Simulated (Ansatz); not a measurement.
```yaml
crystal:
  periodic: [false, false, false]
  atoms:
    - {symbol: F, position_ang: [-2.311952, -0.644572, -0.745577]}
    - {symbol: Si, position_ang: [-1.488687, 0.120762, 0.370462]}
    - {symbol: Cl, position_ang: [-1.584963, 2.107687, -0.061392]}
    - {symbol: O, position_ang: [0.033202, -0.383446, 0.355468]}
    - {symbol: Si, position_ang: [1.553760, -0.291322, -0.271397]}
    - {symbol: H, position_ang: [-2.106244, -0.143243, 1.674087]}
    - {symbol: H, position_ang: [2.450673, -1.051112, 0.629568]}
    - {symbol: H, position_ang: [1.565738, -0.889308, -1.628219]}
    - {symbol: H, position_ang: [1.976972, 1.128355, -0.339999]}
basis:
  gaussian: {orbitals: aug-cc-pVDZ}
hamiltonian: {xc: {name: wB97X-V}}
accuracy: high
scf: {lower_state_search: full}
output: {forces: true}
```

```sh
$ ansatz run in.yaml --threads 4 --pin off --events-out ev --progress --plain --max-ram 10444MiB
```

Output, abridged:

```
Functional definition: wB97X-V
3323 factors; integrals over basis functions are off by at most 4.0e-9 eV
685 factors; integrals over basis functions are off by at most 2.3e-9 eV
mean field evaluation 1: about -33101.5190 eV, gradient 5.4e1 eV
mean field evaluation 2: about -33101.5851 eV, gradient 5.4e1 eV
mean field evaluation 4: about -33106.5400 eV, gradient 3.3e0 eV
mean field evaluation 8: about -33106.5759 eV, gradient 4.3e-1 eV
mean field evaluation 16: about -33106.5763 eV, gradient 4.5e-5 eV
mean field -33106.57630153 eV, -1216.6442386379 hartree, gradient 2.2e-8 eV, S^2 0.000000; 0 other end points of the search recorded, 0 dependent functions left out
reference -33106.57630100 eV, -1216.6442386182 hartree; 33, 33 occupied and 130, 130 virtual orbitals, 3323 factors
Total energy: -33106.57630100 eV, -1216.6442386182 hartree
Atom 0 at    -2.311952    -0.644572    -0.745577 Å, force    -0.896784    -0.829339    -1.257420 eV/Å
Atom 1 at    -1.488687     0.120762     0.370462 Å, force    -0.412720     0.752307     1.254141 eV/Å
Atom 2 at    -1.584963     2.107687    -0.061392 Å, force    -0.038921     0.611495    -0.149478 eV/Å
Atom 3 at     0.033202    -0.383446     0.355468 Å, force     0.078130    -0.633061     0.586605 eV/Å
Atom 4 at     1.553760    -0.291322    -0.271397 Å, force     1.242741     0.107719    -0.556088 eV/Å
Atom 5 at    -2.106244    -0.143243     1.674087 Å, force    -0.087327    -0.020637     0.163914 eV/Å
Atom 6 at     2.450673    -1.051112     0.629568 Å, force     0.089363    -0.092903     0.119487 eV/Å
Atom 7 at     1.565738    -0.889308    -1.628219 Å, force    -0.013920    -0.079766    -0.161772 eV/Å
Atom 8 at     1.976972     1.128355    -0.339999 Å, force     0.039436     0.184186     0.000610 eV/Å
Dipole moment:     0.255134    -0.073883     0.161070 e Å
```

Run time 42 s (4 threads of an Arm Neoverse V2 on a shared host); peak host memory 1.3 GiB.
